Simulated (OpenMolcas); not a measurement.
# Computed transition rates of B+

```yaml
Program: OpenMolcas
Method: "MS-RASPT2, IPEA 0.25 Eh, imaginary shift 0.1 Eh (closed shells correlated: 1s)"
Basis: ANO-RCC-VTZP [4s3p2d1f]
Scalar_Hamiltonian: DKH2, point nucleus
Active_space: 2 electrons in 9 orbitals (RAS2 2s 2p; RAS3 3d, at most 2 electrons)
State_averaging: 2S+1 = 3 even, 3 roots; 2S+1 = 1 even, 7 roots; 2S+1 = 3 odd, 3 roots; 2S+1 = 1 odd, 3 roots
Spin-orbit_coupling: state interaction with AMFI integrals over the reference wave functions, term energies averaged over their components
```

Rates come from the transition moments of the reference wave functions (E1 and E2 in the length form). At fixed line strength A goes as λ^-3 for E1 and M1 and as λ^-5 for E2, so a rate at the computed wavelength can be rescaled to the measured one. Measured vacuum wavelengths follow from level energies in NIST Handbook of Basic Atomic Spectroscopic Data. Branching counts decays inside the model space alone, at computed energies, and the table is only a selection of the E1 lines, drawn from those between levels with measured partners whose computed energy lies within a factor of 1.5 of the measured one.

| Upper | Lower | Type | λ computed (nm) | λ measured (nm) | A computed (s-1) | A rescaled (s-1) | Branching % |
| --- | --- | --- | --- | --- | --- | --- | --- |
| 2s 2p 1P* 1 | 2s2 1S0 | E1 | 134.8 | 136.2 | 1.25e+09 | 1.21e+09 | 100.0 |
| 2p2 1S0 | 2s 2p 1P* 1 | E1 | 175.9 | 184.3 | 1.07e+09 | 9.30e+08 | 100.0 |
| 2p2 3P0 | 2s 2p 3P* 1 | E1 | 161.6 | 162.4 | 8.90e+08 | 8.77e+08 | 100.0 |
| 2p2 3P2 | 2s 2p 3P* 2 | E1 | 161.6 | 162.4 | 6.68e+08 | 6.58e+08 | 75.0 |
| 2p2 3P1 | 2s 2p 3P* 2 | E1 | 161.6 | 162.4 | 3.71e+08 | 3.66e+08 | 41.6 |
| 2p2 3P1 | 2s 2p 3P* 0 | E1 | 161.6 | 162.4 | 2.97e+08 | 2.93e+08 | 33.4 |
| 2p2 3P2 | 2s 2p 3P* 1 | E1 | 161.5 | 162.4 | 2.23e+08 | 2.19e+08 | 25.0 |
| 2p2 3P1 | 2s 2p 3P* 1 | E1 | 161.6 | 162.4 | 2.23e+08 | 2.20e+08 | 25.0 |
| 2p2 1D2 | 2s 2p 1P* 1 | E1 | 348.5 | 345.2 | 5.74e+07 | 5.91e+07 | 100.0 |
| 2s 2p 3P* 1 | 2s2 1S0 | E1 | 268.9 | 267.8 | 8.95e+00 |  | 100.0 |

Spin-changing lines and M1 lines between different terms are not rescaled, since their strength hangs on the term gaps too.

The largest correction is for 2p2 1S0 → 2s 2p 1P* 1 (E1): 1.07e+09 × (175.9 / 184.3)^3 = 9.30e+08 s-1, a factor of 0.87.

The computed rate and branching of 2s 2p 1P* 1 → 2s2 1S0 give the upper level a radiative lifetime of 1.000 / 1.25e+09 s-1 = 8.00e-10 s, counting decays inside the model space alone. The rescaled rate gives about 8.3e-10 s.

No measured rate stands beside these. Rescaling mends the energy factor alone: line strengths can still be far off where a level mixes with configurations outside the active space, and weak or spin-changing lines hang on small mixing coefficients that depend on the term gaps too, so rescaling need not improve them.

Active for correlation alone: 3d; no level in the range computed is led by a configuration that fills it, so any true level of that kind is missing. Computed and measured levels are paired by configuration, term and J; levels that our copy of the source lacks, or whose pairing is in doubt (as where it misses far off the trend of its configuration), stay unpaired. Only configurations of the active space appear.

* marks odd parity.
